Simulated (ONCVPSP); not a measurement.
Varying the ONCV potential for Be (Z = 4)

Base potential:

ONCVPSP 4.0.1 input, shortened (lines: element, Z, core and valence counts, functional; n l f; lmax; l rc ep ncon nbas qcut; lloc lpopt rc5 dvloc0; l nproj debl; icmod fcfact rcfact), PBE, scalar-relativistic:

```
  Be 4.00    0    3        4      upf
    1    0    2.00
    2    0    1.75
    2    1    0.25
    2
    0    0.90    0.00    4    7   15.20
    1    3.75    0.00    3    6    4.30
    2    3.50    0.18    5    8    2.50
    4    5    0.75    3.00
    0    2    0.60
    1    2    1.30
    2    2    1.30
    0    0.00    0.00
```

All-electron outer shells of the reference configuration (PBE, scalar-relativistic, ld1.x):

```tsv
shell	level (eV)	outermost node (bohr)	outermost maximum (bohr)
1s	-106.59	–	0.27
2s	-5.77	0.59	2.04
2p	-2.16	–	2.28
```

Cutoffs, loose and tight: the cutoffs (Ha) at which the residual kinetic energy of the hardest occupied pseudo-wave falls to 1 and 0.1 mHa per electron. They do not see the model core or the augmentation charge, which bear on the density cutoff. Test errors are all-electron minus pseudo excitation energies from the reference, over the configurations 1s2 2s2 2p0; 1s2 2s1 2p0; 1s2 2s0 2p0; 1s2 2s0 2p2. A dash means not determined; rows that change the core or the reference have their own tests.

A true bound ghost makes a file unfit for plane-wave use even where its test errors are small: the radial tests pick states by their node count and pass the ghost by.

| change | outcome | cutoff, loose | cutoff, tight | bound ghosts | GHOST(+) flags above zero | largest test error (meV) |
| --- | --- | --- | --- | --- | --- | --- |
| base | generated | 76 Ha | 89 Ha | none | d | -61 |
| p: qcut 5.8 | generated | 76 Ha | 89 Ha | none | d | -54 |
| d: qcut 3.1 | generated | 76 Ha | 89 Ha | d | none | -61 |
| local potential polynomial inside 0.85 bohr (lpopt 5, dvloc0 4 Ha) | generated | 76 Ha | 89 Ha | d | none | -61 |
| d: rc 5.18 | generated | 76 Ha | 89 Ha | none | d | -61 |
| reference 1s2 2s0.5; wave 2p: rc 3.75 bohr, ncon 3, nbas 6, qcut 4.3 1/bohr, 2 projectors, debl 1.3 Ha becomes p scattering state at 0.19 Ha: rc 3.75 bohr, ncon 3, nbas 6, qcut 4.3 1/bohr, 2 projectors, debl 1.3 Ha | generated, projector energies reset by the program | 78 Ha | 91 Ha | d | none | +1.6 |
